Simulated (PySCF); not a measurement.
Si(OSiH3)(Me)3 (C₃H₁₂OSi₂), SMILES C[Si](C)(C)O[SiH3].

The structure is a stationary point at r2SCAN-D4/def2-SVP. One conformer was computed; it need not be the lowest.

Two levels are set side by side: PBE/def2-TZVP (PySCF) and r2SCAN/def2-TZVP (PySCF). Same geometry, gas phase. Differences are taken from unrounded values.

```json
[
 {"quantity": "orbital gap (eV)", "r2SCAN": "6.96"},
 {"quantity": "highest occupied level (eV)", "r2SCAN": "-7.05"},
 {"quantity": "lowest empty level (eV)", "r2SCAN": "-0.09"},
 {"quantity": "dipole moment (D)", "r2SCAN": "1.12"}
]
```

### Question
What does PBE give, and how far is it from r2SCAN? (An estimate is asked for; the answer gives what the named calculation found.)

### Answer

```
quantity                       PBE  PBE minus r2SCAN
---------------------------  -----  ----------------
orbital gap (eV)              6.18             -0.78
highest occupied level (eV)  -6.73              0.32
lowest empty level (eV)      -0.55             -0.46
dipole moment (D)             1.11             -0.01
```

Rough cost on one machine, each run with all the roots and properties that it gave: r2SCAN against PBE about 3 times.
